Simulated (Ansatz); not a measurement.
F₂H₂SeSi, SMILES `F[SiH](F)[SeH]`, relaxed with RKS PBE0-D4/def2-TZVP in Ansatz from a PBE-D4/def2-SVP geometry. The force threshold is 0.005 eV/Å; the program also tests the step.

Charge 0, multiplicity 1.

Start:

```xyz
6

F     1.406    0.841   -0.660
Si    0.301    0.264    0.387
F    -0.764    1.479    0.588
Se   -0.702   -1.612   -0.396
H     0.953   -0.063    1.689
H    -1.195   -0.908   -1.609
```

How much energy does the relaxation release, and in how many steps? (Best estimate.)

The calculation gave: 0.08 eV, in 6 steps.

Which bonds change most? (An estimate is asked.)

The calculation gave: Si2–F3 from 1.628 to 1.585 Å; F1–Si2 from 1.628 to 1.585 Å; Si2–H5 from 1.492 to 1.472 Å; Si2–Se4 from 2.267 to 2.247 Å.

Give the relaxed structure. (An estimate is asked.)

Ansatz gave: 
```xyz
6

F     1.373    0.815   -0.640
Si    0.298    0.261    0.384
F    -0.745    1.439    0.578
Se   -0.699   -1.595   -0.399
H     0.950   -0.036    1.669
H    -1.177   -0.883   -1.592
```
